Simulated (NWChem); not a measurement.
Molecule: PbIF, singlet; SMILES [F][Pb][I]

All runs: NWChem. Low-valent species are run as closed-shell singlets; no triplet was tried in these runs. The geometry was optimised at PBE0/def2-SVP. Not confirmed as a minimum by frequencies. def2 effective core potentials on I, Pb; no spin-orbit coupling. Ions are spin-unrestricted doublets at the neutral geometry; other ion states weren't tried.

Predict the results for B3LYP/def2-SVP. Quantities: vertical ionisation energy, ΔSCF (eV); −ε(HOMO) (eV).

The vertical ionisation energy, ΔSCF (eV) comes out as 9.49 and the −ε(HOMO) (eV) is 7.05.
